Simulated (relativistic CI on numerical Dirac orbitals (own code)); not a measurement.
Radial parameters of Sm36+

Computed by Dirac-Coulomb-Breit CI, orbitals from a KLI potential per configuration, QED by a radiative potential, unscaled Slater integrals (own radial code, finite nucleus).

Slater integrals F^k, G^k are unscaled and averaged over j, outside the closed core [Ne]; ζ comes from projecting the Hamiltonian with its Breit term on Σ l·s of the shell.

- 3s2.3p6.3d8: F^2(3d,3d) = 463290, F^4(3d,3d) = 298420, ζ(3d) = 91117 cm⁻¹; <r>(3d) = 0.2191, <r^2>(3d) = 0.05593 (bohr units).
- 3s2.3p5.3d9: ζ(3p) = 703810, F^2(3p,3d) = 407190, G^1(3p,3d) = 443000, G^3(3p,3d) = 292800, ζ(3d) = 90196 cm⁻¹; <r>(3p) = 0.2433, <r^2>(3p) = 0.06849, <r>(3d) = 0.2195, <r^2>(3d) = 0.05612 (bohr units).
- 3s2.3p4.3d10: F^2(3p,3p) = 405550, ζ(3p) = 703310 cm⁻¹; <r>(3p) = 0.2435, <r^2>(3p) = 0.06863 (bohr units).

Task: Give the Racah parameters of the d shell in 3s2.3p6.3d8.

Result: B = F²/49 − 5F⁴/441 = 6071 cm⁻¹ and C = 35F⁴/441 = 23684 cm⁻¹.

Averages of the first 10 configurations, taken without configuration mixing, which lowers the lowest level and can move excited configurations by several eV; other configurations of the list can lie among them:

```tsv
Configuration	Parity	States	Average energy above the lowest level (eV)
3s2.3p6.3d8	even	45	28.0
3s2.3p5.3d9	odd	60	378.7
3s2.3p4.3d10	even	15	735.7
3s.3p6.3d9	even	20	643.8
3p6.3d10	even	1	1268.1
3s.3p5.3d10	odd	12	993.0
3s2.3p6.3d7.4s	even	240	1055.7
3s2.3p6.3d7.4p	odd	720	1153.8
3s2.3p6.3d7.4d	even	1200	1281.4
3s2.3p4.3d9.4s	even	300	1748.9
```
